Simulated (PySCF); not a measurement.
sulfuric acid cation (H2O4S), SMILES O=S(=O)(O)O (connectivity only; charge and spin as stated), charge +1, multiplicity 2. Atoms are numbered in the order given.

```xyz
7

O      0.0000    -1.1569     0.9926
S      0.0000     0.0000    -0.0724
O      1.1818     0.0000    -0.9916
O     -1.1818     0.0000    -0.9916
O      0.0000     1.1569     0.9926
H      0.0000    -2.0576     0.5707
H      0.0000     2.0576     0.5707
```
Charge +1, spin multiplicity 2.

Geometry: PBE-D3(BJ)/def2-SVP. The multiplicity is an assumed one; other spin states were not compared. One conformer was computed; it need not be the lowest.

Computed with PySCF with PBE-D3(BJ)/def2-SVP.

Frequencies are harmonic and unscaled.

```json
[
 {"mode": "1", "ν (cm⁻¹)": "161", "IR (km/mol)": "0.0", "moving atoms (share of kinetic energy)": "H 71 %, O 29 %"},
 {"mode": "2", "ν (cm⁻¹)": "302", "IR (km/mol)": "0.0", "moving atoms (share of kinetic energy)": "O 80 %, H 20 %"},
 {"mode": "3", "ν (cm⁻¹)": "324", "IR (km/mol)": "14.0", "moving atoms (share of kinetic energy)": "O 93 %"},
 {"mode": "4", "ν (cm⁻¹)": "373", "IR (km/mol)": "18.8", "moving atoms (share of kinetic energy)": "O 64 %, S 35 %"},
 {"mode": "5", "ν (cm⁻¹)": "415", "IR (km/mol)": "49.3", "moving atoms (share of kinetic energy)": "O 66 %, S 24 %, H 9 %"},
 {"mode": "6", "ν (cm⁻¹)": "428", "IR (km/mol)": "264.6", "moving atoms (share of kinetic energy)": "H 97 %"},
 {"mode": "7", "ν (cm⁻¹)": "451", "IR (km/mol)": "0.1", "moving atoms (share of kinetic energy)": "O 69 %, S 19 %, H 12 %"},
 {"mode": "8", "ν (cm⁻¹)": "815", "IR (km/mol)": "33.9", "moving atoms (share of kinetic energy)": "O 94 %"},
 {"mode": "9", "ν (cm⁻¹)": "871", "IR (km/mol)": "226.0", "moving atoms (share of kinetic energy)": "O 62 %, S 22 %, H 17 %"},
 {"mode": "10", "ν (cm⁻¹)": "913", "IR (km/mol)": "13.7", "moving atoms (share of kinetic energy)": "O 69 %, S 31 %"},
 {"mode": "11", "ν (cm⁻¹)": "1065", "IR (km/mol)": "65.6", "moving atoms (share of kinetic energy)": "H 76 %, O 20 %"},
 {"mode": "12", "ν (cm⁻¹)": "1078", "IR (km/mol)": "6.9", "moving atoms (share of kinetic energy)": "H 70 %, S 21 %, O 9 %"},
 {"mode": "13", "ν (cm⁻¹)": "1122", "IR (km/mol)": "177.1", "moving atoms (share of kinetic energy)": "O 53 %, S 35 %, H 12 %"},
 {"mode": "14", "ν (cm⁻¹)": "3506", "IR (km/mol)": "855.7", "moving atoms (share of kinetic energy)": "H 94 %"},
 {"mode": "15", "ν (cm⁻¹)": "3517", "IR (km/mol)": "0.7", "moving atoms (share of kinetic energy)": "H 94 %"}
]
```
